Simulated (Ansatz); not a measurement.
Species: sum formula SiN$_{3}$H$_{6}$, charge 0, multiplicity 2. It need not be the lowest isomer of its formula. 
Coordinates optimised at B3LYP-D3(BJ)/def2-TZVP (Ansatz, a first-principles code):
SMILES: N[Si](N)N
```xyz
10

Si    -0.0661     0.0566     0.4035
N     -0.6955     1.3745    -0.5274
N     -0.8267    -1.3935    -0.1604
N      1.6258    -0.0697     0.0553
H     -1.4991     1.8932    -0.2092
H     -0.0388     1.9696    -1.0109
H     -0.9489    -2.1839     0.4531
H     -1.5973    -1.3042    -0.8066
H      2.3062     0.4122     0.6217
H      1.9778    -0.9583    -0.2699
```
Charge 0, spin multiplicity 2.

Atomisation energy built up term by term with Ansatz (kcal/mol; UHF references for open shells; valence terms freeze the core; atomic spin-orbit terms are left out). CBS marks a two-point X^-3 extrapolation of the correlation energy; Hartree-Fock from the larger set.

```
term                                                    basis  kcal/mol
-----------------------  ------------------------------------  --------
Hartree-Fock                                  aug-cc-pV(Q+d)Z         ?
CCSD correlation         CBS(aug-cc-pV(T+d)Z,aug-cc-pV(Q+d)Z)         ?
(T)                      CBS(aug-cc-pV(T+d)Z,aug-cc-pV(Q+d)Z)     15.17
core correlation                                    cc-pwCVTZ      2.09
scalar relativity (X2C)            cc-pVTZ-DK against cc-pVTZ     -1.55
sum: De                                                               ?
```

Problem. Fill in the missing entries.

Solution. 
- Hartree-Fock, kcal/mol: 544.74
- CCSD correlation, kcal/mol: 257.85
- sum: De, kcal/mol: 818.3
